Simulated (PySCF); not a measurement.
Coordinates in bohr (charge -1 multiplicity 1):
```
Sb    0.0000    0.0000    0.0000
O    -0.0026    0.0000    3.4569
O     2.9950    0.0000   -1.7262
O    -2.9924    0.0000   -1.7307
```

Level of theory: PBE0/[Sb x2c-TZVPall, O x2c-TZVPall], spin-free X2C, density fitting, no spin–orbit coupling, PySCF.

This geometry of SbO₃⁻ is a stationary point at this level.

**Question.** What is the point group?

**Answer.** D3h.

**Question.** Is it a minimum?

**Answer.** Yes: all harmonic wavenumbers are real.

**Question.** List the harmonic modes with their infrared intensities.

**Answer.** 
| symmetry | ω (cm⁻¹) | IR (km/mol, summed over degenerate members) | type |
| --- | --- | --- | --- |
| a2'' | 191 | 64.6 | bend |
| e' | 244 | 93.6 | bend |
| a1' | 790 | 0.0 | stretch |
| e' | 832 | 276 | stretch |

**Question.** What are the dipole moment and the gap between the highest occupied and lowest empty levels?

**Answer.** 0.00 D about the centre of mass and 5.56 eV.

In D3h the vibrations span a2'' + 2e' + a1'. The a1' mode carries no infrared intensity, as symmetry demands.

Only a few start shapes were tried, so a lower isomer may exist. The lowest empty level of this anion is unbound, so it and the gap depend on the basis. The basis has no diffuse functions, which an anion would want.
